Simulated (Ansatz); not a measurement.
Gas-phase electronic energies from Ansatz, PBE0-D4/def2-TZVP geometries. CCSD(T)/CBS is the MP2 limit (def2-TZVPP, def2-QZVPP) plus CCSD(T) − MP2 in def2-TZVPP, frozen cores. Functionals use def2-TZVPP. For Ga, Zn outer-core shells are correlated without core-valence functions, which leaves a few kJ/mol of doubt a bond. Scalar relativity is left out up to krypton. Each species was taken in one conformer, which may not be the lowest.

Consider the redistribution: `[NH2][Ga]([F])[Cl]` + `[OH][Zn-]1[O]C(C(F)(F)F)=CC(C(F)(F)F)=[O+]1` → `FC(F)(F)C1=CC(C(F)(F)F)=[O+][Ga-]([F])([Cl])[O]1` + `[NH2][Zn][OH]`.

`[NH2][Ga]([F])[Cl]`:

Z-matrix (Å, degrees):
```
N
Ga 1 1.791
H 1 1.005 2 121.8
H 1 1.005 2 122.2 3 -159.9
F 2 1.743 1 119.0 3 -11.1
Cl 2 2.117 1 124.0 3 171.5
```

`[OH][Zn-]1[O]C(C(F)(F)F)=CC(C(F)(F)F)=[O+]1`:

Z-matrix (Å, degrees):
```
C
F 1 1.330
C 1 1.538 2 109.8
F 1 1.330 2 108.4 3 120.0
F 1 1.332 2 108.1 3 -123.0
C 3 1.387 1 118.9 2 -120.7
O 3 1.258 1 113.0 2 59.3
C 6 1.395 3 122.2 1 -179.9
H 6 1.079 3 119.1 1 0.1
Zn 7 1.936 3 124.6 1 180.0
C 8 1.543 6 116.2 3 179.8
O 8 1.251 6 128.1 3 -0.1
O 10 1.786 7 133.4 3 179.9
F 11 1.336 8 110.0 6 -60.8
F 11 1.320 8 111.7 6 178.6
F 11 1.336 8 110.1 6 57.9
H 13 0.959 10 113.8 7 -180.0
```

`FC(F)(F)C1=CC(C(F)(F)F)=[O+][Ga-]([F])([Cl])[O]1`:

Cartesian coordinates in Å:
```
F 0.125 0.229 -3.188
C 0.404 1.225 -2.351
F 1.656 1.613 -2.565
F -0.410 2.238 -2.620
C 0.239 0.803 -0.882
C -0.140 -0.499 -0.584
C -0.293 -0.932 0.726
C -0.705 -2.388 0.996
F -1.838 -2.411 1.687
F -0.886 -3.070 -0.131
F 0.241 -2.993 1.705
O -0.129 -0.265 1.782
Ga 0.365 1.583 1.829
F -1.050 2.470 2.318
Cl 2.253 1.850 2.742
O 0.486 1.738 -0.074
H -0.317 -1.191 -1.391
```

`[NH2][Zn][OH]`:

```xyz
6

N     1.132   -0.491   -0.744
Zn   -0.406   -0.056    0.106
O    -2.006    0.168    0.832
H     1.917   -0.723   -0.151
H     1.456    0.166   -1.441
H    -2.093    0.936    1.398
```

```
                                           species  revPBE energy (Eh)
                              `[NH2][Ga]([F])[Cl]`         -2540.78165
     `[OH][Zn-]1[O]C(C(F)(F)F)=CC(C(F)(F)F)=[O+]1`         -2795.91349
`FC(F)(F)C1=CC(C(F)(F)F)=[O+][Ga-]([F])([Cl])[O]1`         -3425.59212
                                   `[NH2][Zn][OH]`         -1911.10416
```

**Question.** Work out ΔE.

**Answer.** ΔE = (-3425.59212) + (-1911.10416) − (-2540.78165) − (-2795.91349) = -0.00114 Eh = -0.03 eV. CCSD(T)/CBS gives +0.05 eV.

Largest T1 diagnostic among the species: 0.017.

From r2SCAN to r2SCAN0 (25 % exact exchange), in def2-TZVPP and without D4, ΔE moves by +0.05 eV. In def2-TZVPP, CCSD(T) changes the Hartree–Fock value by −0.24 eV (the triples alone add −0.03 eV) and MP2 by −0.30 eV.
